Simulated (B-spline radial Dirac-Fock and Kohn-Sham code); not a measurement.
ΔSCF core binding energies without Breit or QED terms, calculated with a radial finite-basis atomic code.

A sound run for the Ga³⁺ ion, [Ar] 3d10: The ground state converged in 10 iterations, with total energy -1940.58530 Ha, virial ratio 1.98004 and highest orbital energy -64.83 eV. ΔSCF binding energies: K (1s) 10433.3 eV, L3 (2p3/2) 1162.7 eV, M5 (3d5/2) 60.75 eV.

A second run, with one unsound setting: The ground state had not converged after 2 iterations, with total energy -1937.02102 Ha, virial ratio 1.94218 and highest orbital energy -21.24 eV. ΔSCF binding energies: K (1s) 10609.9 eV, L3 (2p3/2) 1315.0 eV, M5 (3d5/2) 128.4 eV (not all states converged, so these are not final).

```
iter   energy (Ha)        error
   1    -1934.65176211  1.14e+00
   2    -1937.02101575  6.02e-01
```

Q: Which fault fits the second run best?
A. too few quadrature points
B. overfilled shell
C. too few iterations
D. functional not served

A: C. The input had maxit = 2: maxit ends the run before self-consistency.
